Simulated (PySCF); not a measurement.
From one molecule to another.

First species: C6H3FNP.
Numbering: `[N:1]#[C:2][c:3]1[cH:4][cH:5][cH:6][c:7]([F:8])[p:9]1` (hydrogens: H10 on C4; H11 on C5; H12 on C6)

Second species: W(NtBu)2Br2, C8H18Br2N2W (singlet state).
Bonds: W1–N2, W1–N16, W1–Br30, W1–Br31, N2–C3, C3–C4, C3–C5, C3–C6, N16–C17, C17–C18, C17–C19, C17–C20. Hydrogens: H7, H8, H9 on C4; H10, H11, H12 on C5; H13, H14, H15 on C6; H21, H22, H23 on C18; H24, H25, H26 on C19; H27, H28, H29 on C20.

Levels: CAM-B3LYP/def2-SVPD for HOMO energy, LUMO energy, HOMO–LUMO gap and static isotropic polarisability; TDDFT CAM-B3LYP/def2-SVPD for lowest singlet excitation; TDA CAM-B3LYP/def2-SVPD for lowest triplet excitation (Tamm–Dancoff). Geometries: PBE0-D3(BJ)/def2-SVP. All species are isolated and taken at one optimised geometry (atoms past krypton carry core potentials, spin–orbit coupling is left out). Electronic properties by PySCF.

| property | column X | column Y |
| --- | --- | --- |
| HOMO energy | -8.46 eV | -9.02 eV |
| LUMO energy | -1.22 eV | -1.70 eV |
| HOMO–LUMO gap | 7.24 eV | 7.32 eV |
| lowest singlet excitation | 3.70 eV | 4.44 eV |
| lowest triplet excitation (Tamm–Dancoff) | 3.41 eV | 2.93 eV |
| static isotropic polarisability | 203.4 au | 98.3 au |

Question: Which column belongs to which species?

Answer: Column X is the second species and column Y the first. The first has 12 atoms and 70 electrons, the second 31 and 224.

Question: How does each property change from the first species to the second?

Answer: HOMO energy +0.56 eV; LUMO energy +0.48 eV; HOMO–LUMO gap -0.08 eV; lowest singlet excitation -0.74 eV; lowest triplet excitation (Tamm–Dancoff) +0.48 eV; static isotropic polarisability +105.1 au.

On the first: S1 lies 2.88 eV below the HOMO–LUMO gap; its leading configuration is HOMO→LUMO, weight 0.48, beside HOMO−1→LUMO, weight 0.27. In wavenumbers S1 is 35800 cm⁻¹ (1 eV = 8065.54 cm⁻¹).

On the second: The principal polarisabilities are 192.8, 202.3 and 215.1 au; their mean is the isotropic value. No computed singlet falls in the visible range (750 to 380 nm, 1.65 to 3.26 eV); S1 lies 0.44 eV above its blue end. Atoms past krypton carry effective core potentials; spin–orbit coupling is left out.
